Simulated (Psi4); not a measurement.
Psi4 input (wB97X-D/6-31G*):

```
memory 1500 MB

molecule {
1 3
N    -0.00000000   -0.00000000   -1.26217169
C    -0.00000000   -0.00000000   -0.04055002
O     0.00000000    0.00000000    1.13481274
symmetry c1
no_reorient
no_com
}

set {
  basis 6-31G*
  reference uks
  scf_type pk
  dft_radial_points 99
  dft_spherical_points 590
  e_convergence 1e-8
  d_convergence 1e-7
  maxiter 150
}

e = energy('wb97x-d')
print_out(f'\nFINAL {e:.10f} DIPOLE {variable("CURRENT DIPOLE")[0]:.6f} {variable("CURRENT DIPOLE")[1]:.6f} {variable("CURRENT DIPOLE")[2]:.6f}\n')
```

Q: Predict the final energy.

A: -167.49761 Eh.
